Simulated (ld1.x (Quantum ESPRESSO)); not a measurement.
**Before and after: RRKJ potential for zirconium**

zirconium (Zr), norm-conserving RRKJ (Kleinman–Bylander form), made with ld1.x (Quantum ESPRESSO) 7.5 (PBE, scalar-relativistic). Core [Ar] 3d10, reference 4s2 4p6 4d2 5s0 5p0 (charge +2). Waves: 4s (bound): rc 1.85 bohr; 4d (bound): rc 2.90 bohr; 4p (bound): rc 2.20 bohr. Local part: the p channel. Core correction: a·sin(br)/r model core inside 0.85 bohr.

Change: wave 4s (bound): rc 1.85 bohr becomes 4s (bound): rc 1.68 bohr.

Cutoffs: the cutoffs (Ry, on a coarse ladder) from which the occupation-weighted sum of valence levels, in a spherical-Bessel basis at the reference potential, stays within 10 and 1 mRy of its value at 400 Ry; they do not see the model core or the augmentation charge, which bear on the density cutoff. Errors are all-electron minus pseudo energies relative to the spin-unpolarised reference configuration.

Problem. How do hardness, ghosts and transferability respond?

Solution. The potential gets harder (30 Ry and 45 Ry → 35 Ry and 45 Ry); of the 7 tests that both files solve, the error grows in 0 and shrinks in 5 by more than 15 % and 0.3 meV (median size 349.4 → 198.6 meV); neither file shows a bound ghost. A smaller radius makes the pseudo-wave follow the all-electron one further in, where it bends more sharply, so more plane waves are needed. Less of the atom is replaced, so other configurations are described better.

```tsv
quantity	base	changed
cutoff, loose	30 Ry	35 Ry
cutoff, tight	45 Ry	45 Ry
loose cutoff by channel (10 mRy a level)	s 30 Ry, d 18 Ry, p 18 Ry	s 35 Ry, d 18 Ry, p 18 Ry
bound ghosts	none	none
error for 4s2 4p6 4d2 5s2 5p0, meV [ΔE -20.08 eV]	+509	+292
error for 4s2 4p6 4d2 5s1 5p0, meV [ΔE -12.94 eV]	+333	+189
error for 4s2 4p6 4d1 5s0 5p0, meV [ΔE 22.63 eV]	+78	+79
error for 4s2 4p6 4d2 5s0 5p2, meV [ΔE -13.86 eV]	+184	+184
error for 4s2 4p6 4d1 5s2 5p0, meV [ΔE -12.41 eV]	+827	+494
error for 4s2 4p6 4d2.5 5s1.5 5p0, meV [ΔE -19.56 eV]	+349	+199
error for 4s2 4p6 4d1 5s2 5p1, meV [ΔE -17.07 eV]	+820	+542
s: phases at 3.13 bohr within 0.05 rad from the reference energy up to (Ry; the scan ends near 5)	-1.7	-1.6
p: phases at 3.13 bohr within 0.05 rad from the reference energy up to (Ry; the scan ends near 5)	-1.1	-1.1
d: phases at 3.13 bohr within 0.05 rad from the reference energy up to (Ry; the scan ends near 5)	0.2	0.2
```
